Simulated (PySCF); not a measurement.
Spectra and structures to be paired. Level of theory: PySCF 2.14.0, density-fitted response routines, TDDFT B3LYP/def2-SVPD, vertical, gas phase, core orbitals frozen in the response. Geometries: GFN2-xTB; one conformer of each isolated species. Triplets are in the Tamm–Dancoff approximation.

A. `F[SiH2]C1=CC=CN=C1`
B. `O=[S@]1[C@H]2CC[C@@H]1CC2`
C. `C([C@@H]([SiH2]F)C#N)#CC`
D. `C#C[SiH2][C@](C)(F)C#N`
E. `C=C(F)/C=C/[SiH2]C#N`

Lowest singlet levels (six at most, fewer where fewer were computed) with oscillator strengths:

1. 4.63 eV (f 0.003); 4.78 eV (f 0.001); 5.52 eV (f 0.036); 6.12 eV (f 0.033); 6.15 eV (f 0.064); 6.42 eV (f 0.002); T1 4.05 eV
2. 5.69 eV (f 0.025); 5.81 eV (f 0.016); 5.91 eV (f 0.014); 6.49 eV (f 0.003); 6.54 eV (f 0.002); 6.60 eV (f 0.019); T1 4.98 eV
3. 6.02 eV (f 0.000); 6.19 eV (f 0.012); 6.21 eV (f 0.006); 6.43 eV (f 0.011); 6.96 eV (f 0.072); 7.01 eV (f 0.019); T1 5.01 eV
4. 6.01 eV (f 0.031); 6.19 eV (f 0.001); 6.25 eV (f 0.001); 6.59 eV (f 0.006); 6.67 eV (f 0.004); 6.84 eV (f 0.001); T1 5.35 eV
5. 5.33 eV (f 0.707); 5.74 eV (f 0.000); 6.11 eV (f 0.006); 6.38 eV (f 0.004); 6.61 eV (f 0.002); 6.63 eV (f 0.079); T1 3.09 eV

Question: Match each spectrum to its molecule.

Answer: 1 = A, 2 = B, 3 = D, 4 = C, 5 = E.
- A: S1 at 4.63 eV, HOMO→LUMO (99%); Löwdin shares by element: HOMO nitrogen 58%, carbon 26% or more (atoms not listed hold the other 16%); LUMO carbon 58% or more, nitrogen 16% (atoms not listed hold the other 25%); HOMO -7.28 and LUMO -1.35 eV; point group Cs.
- B: S1 at 5.69 eV, HOMO→LUMO+1 (97%); Löwdin shares by element: HOMO oxygen 49%, sulfur 30%, carbon 12% or more; LUMO carbon 19% or more, sulfur 14%, hydrogen 7% or more (atoms not listed hold the other 59%); HOMO -6.49 and LUMO 0.14 eV; point group Cs.
- C: S1 at 6.01 eV, HOMO→LUMO (94%); Löwdin shares by element: HOMO carbon 81% or more (atoms not listed hold the other 19%); LUMO silicon 37%, hydrogen 24% or more, carbon 9% or more (atoms not listed hold the other 30%); HOMO -7.55 and LUMO -0.69 eV.
- D: S1 at 6.02 eV, HOMO-1→LUMO (74%); Löwdin shares by element: HOMO carbon 59% or more, silicon 9% (atoms not listed hold the other 32%); LUMO carbon 52% or more, silicon 24% (atoms not listed hold the other 25%); HOMO -8.35 and LUMO -1.02 eV.
- E: S1 at 5.33 eV, HOMO→LUMO (95%); Löwdin shares by element: HOMO carbon 82% or more (atoms not listed hold the other 18%); LUMO carbon 77% or more (atoms not listed hold the other 23%); HOMO -7.29 and LUMO -2.06 eV; point group Cs, 1 of its 6 listed states under f = 0.0005.
C and D have S1 within 0.01 eV of each other; their strongest listed levels stand at 6.01 eV (f 0.031) and 6.96 eV (f 0.072).
